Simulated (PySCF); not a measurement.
**Electron correlation in Mo⁺ (molybdenum, charge +1)**

[Kr] 4d4 5p1, one real determinant (an excited configuration). All numbers are calculated (PySCF 2.14, scalar relativity through the core potential, in aug-cc-pVTZ-PP with one added diffuse shell each of s, p, d, f, g type with ECP28MDF (7s7p6d4f3g, 113 functions)). Frozen: 4s2 4p6; 5 electrons correlated.

MP2 pair energies summed by pair of shells (mhartree):

```json
{"pair": "4d-4d", "energy": "-34.88", "share (%)": "74.8"}
{"pair": "4d-5p", "energy": "-11.72", "share (%)": "25.2"}
```

Total MP2 correlation energy: -46.60 mhartree.

Same-spin part -46.60 and opposite-spin part 0.00 mhartree; SCS-MP2 scales them by 1/3 and 6/5 to -15.53 mhartree.

The reference is one real determinant that mixes LS terms of this configuration.
